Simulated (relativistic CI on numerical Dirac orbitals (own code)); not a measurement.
# Cr4+: sensitivity of the levels to the model

Base calculation: Dirac-Coulomb-Breit CI, separate exchange-only KLI orbitals for each configuration, QED by a radiative potential, valence Slater integrals scaled by 0.85, P86 correlation energy added to each configuration.

Configuration list (outside the closed core [Ne]): 3s2.3p6.3d2, 3s2.3p6.3d.4s, 3s2.3p6.3d.4p, 3s2.3p5.3d3, 3s2.3p6.3d.4d, 3s2.3p6.3d.5s, 3s2.3p6.3d.4f, 3s2.3p6.3d.5p, 3s2.3p6.4s2, 3s.3p6.3d3, 3s2.3p6.3d.5d, 3s2.3p6.4s.4p, 3s2.3p6.3d.5f, 3s2.3p6.3d.5g, 3s2.3p6.4p2. Double excitations out of closed p, d and f shells are left out; levels of such configurations are missing from the list, as are those of other unlisted configurations, and high levels can miss mixing partners.

The lowest level and the first level of each name with at least 55 % of one term (blank where a level has no safe partner in the second run):

| Level | Base (cm⁻¹) | Shift (cm⁻¹) |
| --- | --- | --- |
| 3s2.3p6.3d2 3F_2 | 0.0 | 0.0 |
| 3s2.3p6.3d2 3F_3 | 482.7 | 0.0 |
| 3s2.3p6.3d2 3F_4 | 1086.2 | -0.1 |
| 3s2.3p6.3d2 1D_2 | 13201.6 | -0.9 |
| 3s2.3p6.3d2 3P_0 | 15240.4 | -1.6 |
| 3s2.3p6.3d2 3P_1 | 15413.2 | -1.6 |
| 3s2.3p6.3d2 3P_2 | 15765.8 | -1.6 |
| 3s2.3p6.3d2 1G_4 | 21203.1 | +0.6 |
| 3s2.3p6.3d2 1S_0 | 51891.9 | -19.5 |
| 3s2.3p6.3d.4s 3D_1 | 172572.1 | -6309.5 |
| 3s2.3p6.3d.4s 3D_2 | 172875.5 | -6309.5 |
| 3s2.3p6.3d.4s 3D_3 | 173447.5 | -6309.5 |
| 3s2.3p6.3d.4s 1D_2 | 177072.4 | -6312.1 |
| 3s2.3p6.3d.4p 1D°_2 | 231457.7 | -6769.6 |
| 3s2.3p6.3d.4p 3D°_1 | 232877.0 | -6769.5 |
| 3s2.3p6.3d.4p 3D°_2 | 233352.6 | -6769.4 |
| 3s2.3p6.3d.4p 3D°_3 | 233948.8 | -6769.4 |
| 3s2.3p6.3d.4p 3F°_2 | 234324.1 | -6770.3 |
| 3s2.3p6.3d.4p 3F°_3 | 235035.4 | -6770.3 |
| 3s2.3p6.3d.4p 3F°_4 | 236055.4 | -6770.3 |
| 3s2.3p6.3d.4p 3P°_1 | 239246.1 | -6769.9 |
| 3s2.3p6.3d.4p 3P°_0 | 239293.8 | -6769.7 |

At this charge configurations can still be misplaced by up to about 7 % of their energy. 45 of the 45 excited levels that our extract of the measured tables holds in this range could be paired (the sources list more); they are missed by 3342 cm⁻¹ on average and 5396 at most, and levels without a partner can miss by more.

(1) One thing was changed in a second run, which moved the levels as shown. Which?
A. configuration mixing switched off
B. valence Slater integrals scaled by 0.75
C. no correlation estimate
D. QED terms removed
E. Breit term removed
F. one mean potential for all configurations

## Answers

(1) C. No correlation estimate. A correlation estimate moves all levels of a configuration together before mixing; mixed levels move by a weighted share.
